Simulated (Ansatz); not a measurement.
CH2Cl2OSi, SMILES `ClC1(Cl)O[SiH2]1`. Total charge 0; spin multiplicity 1. Geometry: relaxed with PBE0-D4/def2-TZVP.

```xyz
7

Cl   -1.032    0.647   -1.968
C    -0.034    0.634   -0.521
Cl    0.511    2.254   -0.113
O     1.009   -0.312   -0.570
Si   -0.048   -0.732    0.674
H    -0.867   -1.938    0.451
H     0.461   -0.554    2.047
```

Problem. What is the dipole moment at B3LYP/def2-TZVPP? (Estimate.)

Solution. Ansatz gave: 3.16 D, with components (-0.91, -1.88, 2.38) D in this frame, pointing from negative to positive charge.

Problem. And with PBE, r2SCAN, ωB97M-V? (Estimate.)

Solution. The calculation gave: PBE 2.86 D, r2SCAN 3.05 D, ωB97M-V 3.24 D.

Problem. Give the Mulliken charges with B3LYP, r2SCAN, ωB97M-V in def2-TZVPP. (Estimate.)

Solution. The calculation gave: 
```csv
atom,B3LYP,r2SCAN,ωB97M-V
Cl1,-0.09,-0.10,-0.06
C2,0.15,0.15,0.04
Cl3,-0.09,-0.10,-0.06
O4,-0.34,-0.34,-0.33
Si5,0.45,0.48,0.40
H6,-0.04,-0.04,0.00
H7,-0.04,-0.04,0.00
```

B3LYP here is the variant with VWN-RPA as its local correlation; programs differ in this.
